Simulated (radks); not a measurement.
The numbers below are computed, except where a source is named.
Initial-state core-level shifts of the vanadium ion V3+ when its valence configuration changes from [Ar] 3d2. Code: a radial shooting solver on a logarithmic mesh with Libxc functionals. Model: Dirac Kohn-Sham, PBE, spin-unpolarised, spherical densities, finite nucleus; open shells are shared between the two j in proportion to 2j + 1; Fermi nuclear charge, rms radius 3.6002 fm. Shifts are changes of the shell-averaged eigenvalues in eV (positive: less bound); the change of the density at the nucleus, which sets a Mossbauer isomer shift, is in e/bohr^3, on a base of 9885.

\begin{tabular}{lrrrrr}
valence & 1s & 2s & 2p & 3p & density at nucleus \\ \hline
3d1 4p1 & -9.490 & -10.761 & -10.654 & -8.305 & +2.6998 \\
3d0.5 4p1.5 & -14.591 & -16.577 & -16.413 & -12.606 & +4.3006 \\
4p2 & -19.907 & -22.660 & -22.438 & -16.978 & +6.0592 \\
3d1 4s1 & -8.447 & -9.706 & -9.607 & -7.288 & +11.8157 \\
4s1 4p1 & -18.935 & -21.662 & -21.451 & -16.034 & +16.1696 \\
3d1 4s0.5 4p0.5 & -8.970 & -10.234 & -10.132 & -7.798 & +7.2746 \\
3d0.5 4s0.5 4p1 & -14.087 & -16.064 & -15.905 & -12.117 & +9.1116 \\
3d1.5 4s0.5 & -4.085 & -4.691 & -4.642 & -3.571 & +5.6072 \\
3d1.5 4p0.5 & -4.621 & -5.228 & -5.176 & -4.094 & +1.2665 \\
\end{tabular}
